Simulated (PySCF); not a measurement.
FGeH5OSi.
SMILES: `[F][GeH2][O][SiH3]`

Method: EOM-IP-CCSD/aug-cc-pVDZ in PySCF, restricted Hartree–Fock reference, frozen core, non-relativistic, gas phase, PBE0-D3(BJ)/def2-SVP geometry.

Hartree–Fock orbital energies give these Koopmans values (eV): HOMO 12.33, HOMO-1 12.57, HOMO-2 13.40, HOMO-3 14.92, HOMO-4 15.31, HOMO-5 15.59, HOMO-6 17.04, HOMO-7 17.45.

Question: What vertical ionisation energies does EOM-IP-CCSD give?

Answer: 
```
leading hole (HF orbital)  Koopmans (eV)  EOM-IP-CCSD (eV)  change (eV)  one-hole share
                     HOMO          12.33             11.18        -1.15            0.95
                   HOMO-1          12.57             11.55        -1.02            0.95
                   HOMO-2          13.40             12.70        -0.70            0.95
                   HOMO-3          14.92             13.45        -1.47            0.94
                   HOMO-4          15.31             13.77        -1.54            0.94
                   HOMO-5          15.59             13.85        -1.74            0.94
                   HOMO-7          17.45             15.28        -2.17            0.94
                   HOMO-6          17.04             15.44        -1.60            0.94
```

Question: Does the order of the lines follow the orbital energies?

Answer: No: the HOMO-7 hole (15.28 eV) falls below the HOMO-6 hole (15.44 eV). The corrections run from -2.17 to -0.70 eV, with a mean of -1.42 eV over the 8 lines; no line lies above its Koopmans value.

Question: At what kinetic energies would He II light (40.81 eV) eject these electrons?

Answer: 29.63 eV (HOMO), 29.26 eV (HOMO-1), 28.11 eV (HOMO-2), 27.36 eV (HOMO-3), 27.04 eV (HOMO-4), 26.96 eV (HOMO-5), 25.53 eV (HOMO-7), 25.37 eV (HOMO-6).

Lines less than 0.15 eV apart could change places at a higher level. One root was sought for each valence orbital with −ε under 21 eV, eight at most, so deeper holes and satellites are missing; no vibrational structure.

Hardware: AMD EPYC 9R45, one thread, shared host. Cost: 2.5 min of wall time, 2.7 GiB resident at most.

Shape of the structure used: `[F:1][GeH2:2][O:3][SiH3:4]`: F1–Ge2–O3–Si4 44°.

One conformer stands for the species.
